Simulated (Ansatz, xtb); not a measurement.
## Two isomers of CH4FGeO+

Structure X: `C[OH+][Ge][F]`, a singlet. Structure Y: `[OH2+][CH2][Ge][F]`, a singlet. Both are isolated ions in the gas phase, relaxed with B3LYP-D3(BJ)/def2-SVP; the shapes shown needn't be the lowest conformers.

X (Å):

```xyz
8

C    -0.7857    2.0082    0.3842
F    -1.7656    3.4364    2.8004
Ge   -1.9402    1.7999    3.3301
O    -1.2201    1.1864    1.5319
H     0.2735    1.7967    0.1917
H    -1.4175    1.7568   -0.4768
H    -0.9294    3.0503    0.6856
H    -1.1278    0.2333    1.3495
```

Y (Å):

```yaml
atoms:
  - { symbol: C, position_ang: [-0.5389, 1.0499, 0.9641] }
  - { symbol: F, position_ang: [1.2640, 0.5559, 2.8494] }
  - { symbol: Ge, position_ang: [-0.5570, 0.6038, 3.0260] }
  - { symbol: O, position_ang: [0.8669, 0.8494, 0.5226] }
  - { symbol: H, position_ang: [1.4321, 0.7585, 1.3730] }
  - { symbol: H, position_ang: [1.2238, 1.4748, -0.1366] }
  - { symbol: H, position_ang: [-0.8186, 2.0995, 0.7801] }
  - { symbol: H, position_ang: [-1.1624, 0.3876, 0.3469] }
```

Task: Estimate which is lower in electronic energy at CCSD(T)/def2-TZVP, and by roughly how much.

Result: The CCSD(T)/def2-TZVP calculation puts structure X lower, by 33.8 kcal/mol.

How the difference moves with the method:

```
                level               geometry  E(Y) − E(X) (kcal/mol)  departure from the last row (kcal/mol)  job, with rough time for the two
             GFN2-xTB               GFN2-xTB                     +39.8                                    +6.0              optimisation, 0.15 s
            HF/STO-3G               GFN2-xTB                     +46.1                                   +12.2              single point, 0.34 s
   r2SCAN-D4/def2-SVP               GFN2-xTB                     +33.5                                    −0.3               single point, 4.2 s
B3LYP-D3(BJ)/def2-SVP  B3LYP-D3(BJ)/def2-SVP                     +32.2                                    −1.7                optimisation, 42 s
         HF/def2-TZVP  B3LYP-D3(BJ)/def2-SVP                     +38.9                                    +5.1           part of the CCSD(T) run
        MP2/def2-TZVP  B3LYP-D3(BJ)/def2-SVP                     +34.7                                    +0.9           part of the CCSD(T) run
    CCSD(T)/def2-TZVP  B3LYP-D3(BJ)/def2-SVP                     +33.8                                                     single point, 2.7 min
```

As drawn, Y has 1 C–Ge, 1 O–H in place of 1 Ge–O, 1 C–H.

None of the levels shown reverses the order. The largest departure from CCSD(T)/def2-TZVP is that of HF/STO-3G, 12.2 kcal/mol.

With harmonic frequencies from B3LYP-D3(BJ)/def2-SVP (ideal gas, rigid rotor, one conformer each, 298.15 K, 1 atm): on the last row, ΔE + ΔZPE = +33.3, ΔH = +32.8, ΔG = +34.0 kcal/mol.

The correlated steps freeze 12 core orbitals; the filled d shell of Ge is correlated, in a basis made for valence electrons. Mirror images aren't counted in ΔG. Run with Ansatz 0.2.0, xtb 6.7.1; the last row on 2 threads of Arm Neoverse V1 on a shared host.
